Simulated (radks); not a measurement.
The antimony ion Sb4+, configuration [Kr] 4d10 5s1. Calculated with a radial shooting solver on a logarithmic mesh with Libxc functionals: Dirac Kohn-Sham, LDA (Slater exchange, Perdew-Wang correlation), spin-unpolarised, spherical densities, point nucleus.

Normalised radial functions P(r) = r R(r) (large component), r in bohr:

r	4s1/2	4p3/2	4d3/2
0.001487	0.0822	0.0016	0.0000
0.002254	0.1160	0.0035	0.0000
0.003417	0.1599	0.0078	0.0001
0.005179	0.2125	0.0168	0.0003
0.007851	0.2663	0.0356	0.0009
0.0119	0.3015	0.0726	0.0027
0.01804	0.2803	0.1400	0.0081
0.02735	0.1514	0.2478	0.0231
0.04146	-0.1112	0.3815	0.0622
0.06284	-0.4132	0.4593	0.1509
0.09526	-0.4602	0.3126	0.3138
0.1444	0.0303	-0.1668	0.5143
0.2189	0.6880	-0.6579	0.5643
0.3318	0.4432	-0.4165	0.1917
0.503	-0.7682	0.6247	-0.5545
0.7625	-1.3109	1.2416	-1.0659
1.156	-0.6946	0.8092	-0.8998
1.752	-0.1371	0.2214	-0.4096
2.656	-0.0078	0.0209	-0.0887
4.026	-0.0001	0.0004	-0.0064
6.104	0.0000	0.0000	-0.0001

4s1/2: eigenvalue -191.38 eV, 3 radial nodes at r = 0.0355, 0.142, 0.392 bohr, <r> = 0.790 bohr, 90 % of the charge inside 1.14 bohr. 4p3/2: eigenvalue -141.79 eV, 2 radial nodes at r = 0.128, 0.399 bohr, <r> = 0.860 bohr, 90 % of the charge inside 1.26 bohr. 4d3/2: eigenvalue -76.827 eV, 1 radial node at r = 0.373 bohr, <r> = 1.01 bohr, 90 % of the charge inside 1.54 bohr.
